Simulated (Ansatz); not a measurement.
Reactions of `[F][Al]([F])[SeH]`.

Computed with Ansatz on PBE0-D4/def2-TZVP structures; ΔE is electronic, products minus reactants. CCSD(T)/CBS is the MP2 limit (def2-TZVPP, def2-QZVPP) plus CCSD(T) − MP2 in def2-TZVPP, frozen cores. This one scheme is used for every species. For Ga, Se outer-core shells are correlated without core-valence functions, which leaves a few kJ/mol of doubt a bond. Scalar relativity is left out up to krypton. Each species was taken in one conformer, which may not be the lowest.

**Question.** Order these by ΔE at CCSD(T)/CBS, lowest first. (Best estimate.)
A. `[F][Al]([F])[SeH]` + H₂Se → `[SeH][SeH]` + `[F][AlH][F]`
B. `[F][Al]([F])[SeH]` + `[OH][GaH][OH]` → `[OH][Ga]([OH])[SeH]` + `[F][AlH][F]`
C. `[F][Al]([F])[SeH]` + `O[SiH](O)F` → `O[Si](O)(F)[SeH]` + `[F][AlH][F]`
D. `[F][Al]([F])[SeH]` + `OP[SiH3]` → `OP[SiH2][SeH]` + `[F][AlH][F]`
E. `[F][Al]([F])[SeH]` + `C[SiH3]` → `[SiH3]C[SeH]` + `[F][AlH][F]`

**Answer.** B (+17.0 kJ/mol), D (+49.3 kJ/mol), C (+57.6 kJ/mol), A (+116.5 kJ/mol), E (+163.8 kJ/mol).

Largest T1 diagnostic: 0.015, for `[OH][GaH][OH]`.
